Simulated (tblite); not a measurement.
Parent: `[CH3:1][O:2][C@H:3]1[CH:4]=[C:5]([F:6])[SiH2:7][O:8]1` with C1–O2–C3–C4 176°, C4H7FO2Si.

The geometries are computed with GFN2-xTB (gas phase). One conformer each, not checked by frequencies here.

```
coordinate of the parent    value
                   C1–O2  1.414 Å
                   O2–C3  1.388 Å
                   C3–C4  1.501 Å
                   C4=C5  1.326 Å
                   C5–F6  1.344 Å
                  C5–Si7  1.893 Å
                  Si7–O8  1.637 Å
                   C3–O8  1.408 Å
                C1–O2–C3   114.1°
                O2–C3–C4   108.5°
                O2–C3–O8   111.4°
                C4–C3–O8   109.6°
                C3–C4–C5   113.6°
                C4–C5–F6   122.8°
               C4–C5–Si7   109.5°
               F6–C5–Si7   127.7°
               C5–Si7–O8    90.3°
               C3–O8–Si7   116.4°
```

Problem. How does the shared frame change in `[CH3:1][CH2:2][Si@@H:3]1[O:4][C@H:5]([O:6][CH3:7])[CH:8]=[C:9]1[F:10]` with C1–C2–Si3–O4 -178°, O4–C5–O6–C7 64°, C6H11FO2Si? Atoms pair as C1 = C7, O2 = O6, C3 = C5, C4 = C8, C5 = C9, F6 = F10, Si7 = Si3, O8 = O4 (parent first).

Solution. 
| parent | relative | value in the relative | change |
| --- | --- | --- | --- |
| C1–O2 | C7–O6 | 1.413 Å | -0.001 |
| O2–C3 | O6–C5 | 1.389 Å | +0.001 |
| C3–C4 | C5–C8 | 1.500 Å | -0.001 |
| C4=C5 | C8=C9 | 1.325 Å | -0.001 |
| C5–F6 | C9–F10 | 1.345 Å | +0.001 |
| C5–Si7 | C9–Si3 | 1.893 Å | 0.000 |
| Si7–O8 | Si3–O4 | 1.642 Å | +0.005 |
| C3–O8 | C5–O4 | 1.405 Å | -0.003 |
| C1–O2–C3 | C7–O6–C5 | 114.0° | -0.1 |
| O2–C3–C4 | O6–C5–C8 | 108.5° | 0.0 |
| O2–C3–O8 | O6–C5–O4 | 111.2° | -0.2 |
| C4–C3–O8 | C8–C5–O4 | 110.0° | +0.4 |
| C3–C4–C5 | C5–C8–C9 | 113.8° | +0.2 |
| C4–C5–F6 | C8–C9–F10 | 122.8° | 0.0 |
| C4–C5–Si7 | C8–C9–Si3 | 109.4° | -0.1 |
| F6–C5–Si7 | F10–C9–Si3 | 127.9° | +0.2 |
| C5–Si7–O8 | C9–Si3–O4 | 90.5° | +0.2 |
| C3–O8–Si7 | C5–O4–Si3 | 116.2° | -0.2 |

Of the parent's bonds, Si7–O8 changes most (+0.005 Å). Bonds of the relative outside the shared frame: C1–C2 1.526, C2–Si3 1.895 Å. Point group C1 → C1.
